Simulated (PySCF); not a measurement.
Calculated properties of (NaF)2 ring (Na2F2)

Compound: (NaF)2 ring, Na₂F₂.
Bonds: Na1–F2, Na1–F4, F2–Na3, Na3–F4.

From PBE0-D3(BJ)/def2-SVP geometry optimisation, gas phase (PySCF):

```
Point group                  : D2h
Rotational constants A, B, C : 6.151, 5.554, 2.919 GHz
```

PBE0/def2-SVPD ground state, ΔSCF and vertical TDDFT (core frozen in the response) (PySCF):

```
Dipole moment                                                     : 0.00 D by symmetry (numerical residue 0.01 D)
HOMO energy                                                       : -7.66 eV
LUMO energy                                                       : -0.54 eV
HOMO–LUMO gap                                                     : 7.12 eV
Lowest singlet excitation                                         : 6.03 eV (206 nm, f = 0.034)
Strongest line among the 10 lowest singlet transitions            : S7 at 6.61 eV (188 nm, f = 0.102)
Lowest triplet excitation (Tamm–Dancoff)                          : 5.94 eV
Static isotropic polarisability                                   : 19.4 au
Vertical ionisation energy                                        : 10.30 eV
Electronic spatial extent ⟨r²⟩ about the centre of nuclear charge : 339 bohr²
```

KT2/pcSseg-1 ground state and GIAO shieldings, non-relativistic (PySCF):

```
Isotropic shieldings of nuclei other than C and H, by class : 510 (F2/F4), 559 (Na1/Na3) ppm
```

delta-SCF UKS SCAN, pcX-2 on the ionised atom, pcseg-1 elsewhere, spin-free X2C (PySCF):

```
Core binding energies : F1s 688.1 (F2/F4), Na1s 1077.9 (Na1/Na3) eV
```

Monoisotopic mass (most abundant isotopes): 83.9763 u.

Point group D2h forbids a permanent dipole, so the rigid molecule has no electric-dipole pure rotational spectrum. The principal polarisabilities are 18.6, 19.1 and 20.6 au; their mean is the isotropic value. The ΔSCF ionisation energy exceeds −ε(HOMO) by 2.64 eV with PBE0. S1 lies 1.09 eV below the HOMO–LUMO gap; its leading configuration is HOMO→LUMO, weight 0.98. In wavenumbers S1 is 48600 cm⁻¹ (1 eV = 8065.54 cm⁻¹). The polarisability is 2.88 Å³ as a volume (1 au = 0.148185 Å³), or 0.49 au for each of the 40 electrons. The vertical singlet–triplet gap S1 − T1 is 0.09 eV (TDDFT singlet less Tamm–Dancoff triplet; S1: HOMO→LUMO, weight 0.98; T1: HOMO→LUMO, weight 0.97).

